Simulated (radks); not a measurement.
Results of a calculation; reference values are marked as such.
Initial-state core-level shifts of the xenon ion Xe2+ when its valence configuration changes from [Kr] 4d10 5s2 5p4. Level of theory: scalar-relativistic Kohn-Sham, SCAN, spin-polarised, spherical densities, finite nucleus; open shells are filled with parallel spins first (spin-orbit coupling, left out, can overturn this in heavy ions); meta-GGA in the generalised Kohn-Sham scheme; Fermi nuclear charge, rms radius 4.7859 fm (a radial shooting solver on a logarithmic mesh with Libxc functionals). Shifts are changes of the shell-averaged eigenvalues in eV (positive: less bound); the change of the density at the nucleus, which sets a Mossbauer isomer shift, is in e/bohr^3, on a base of 2.805e+05.

valence               1s       2p       4s       4p  density at nucleus
4d8 5s2 5p6      -21.143  -22.409  -16.731  -15.952              +62.08
4d8.5 5s1.5 5p6  -16.490  -17.411  -13.270  -12.679               -4.52
4d10 5s1 5p5      -1.432   -1.402   -1.406   -1.393              -92.76
4d9 5s2 5p5      -10.510  -11.118   -8.440   -8.055              +30.04
4d8.5 5s2 5p5.5  -15.811  -16.743  -12.605  -12.024              +45.89
4d9.5 5s2 5p4.5   -5.239   -5.537   -4.238   -4.047              +14.65
4d9 5s1.5 5p5.5  -11.203  -11.799   -9.119   -8.724              -18.97
4d10 5p6          -2.926   -2.863   -2.858   -2.828             -186.89
